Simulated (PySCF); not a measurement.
Zr(Cl)4 cation (Cl4Zr), SMILES [Cl][Zr]([Cl])([Cl])[Cl] (connectivity only; charge and spin as stated), charge +1, multiplicity 2.

The structure is a stationary point at B3LYP-D3(BJ)/def2-SVP. A frequency run showed that this geometry is not a minimum. The multiplicity is an assumed one; no other spin state was optimised. The isomer is the one that the SMILES or the coordinates give; other isomers of the formula were not compared. The def2 effective core potentials stand for the cores of Zr; spin–orbit coupling is left out.

These are B3LYP-D3(BJ)/def2-SVP (PySCF) values and carry that method's errors.

Frequencies are harmonic and unscaled.

Modes within 1.5 cm⁻¹ of each other (mostly degenerate sets) share a row, with their intensities summed.

Computed harmonic wavenumbers and intensities:
```
mode  ν (cm⁻¹)  IR (km/mol)  moving atoms (share of kinetic energy)
----  --------  -----------  --------------------------------------
1–2        55i         44.1                        Cl 56 %, Zr 44 %
3           64          0.0                                Cl 100 %
4           75          0.0                                Cl 100 %
5           79          1.8                        Cl 73 %, Zr 27 %
6–7        204        240.5                        Cl 83 %, Zr 17 %
8          283         12.9                        Cl 66 %, Zr 34 %
9          360          0.0                                Cl 100 %
```
